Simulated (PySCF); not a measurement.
**From computed data to an observable: oscillator strength and radiative lifetime**

CH₈FN₃Si, SMILES N[Si](N)(N)CF.

Geometry: B3LYP-D3(BJ)/def2-SVP. This is a generated structure with no PubChem entry under its InChIKey; it may be hypothetical. One conformer was computed; it need not be the lowest.

TDA-M06-2X/def2-SVPD in PySCF 2.14.0 puts the first singlet state with f over 0.02 at 6.64 eV (vertical), with the transition dipole (0.134, -0.261, 0.330) in atomic units.

Task: Find the oscillator strength, the wavelength and the radiative lifetime that this transition would have in vacuum if emission retraced absorption.

Result: 
|μ|² = 0.1950 au, so |μ| = 1.12 D. ΔE = 6.64/27.211 = 0.2440 hartree. f = (2/3) ΔE |μ|² = 0.032 (the program prints 0.032).
λ = 1239.84/6.64 = 187 nm; ν = 53555 cm⁻¹.
Einstein's coefficient A = 0.6670 ν² f s⁻¹ (ν in cm⁻¹) = 6.1e7 s⁻¹, so τ = 1/A = 16 ns. This state is S1. The figure is the radiative limit of this one transition; relaxation, internal conversion, crossing to triplets and a medium change what is measured.
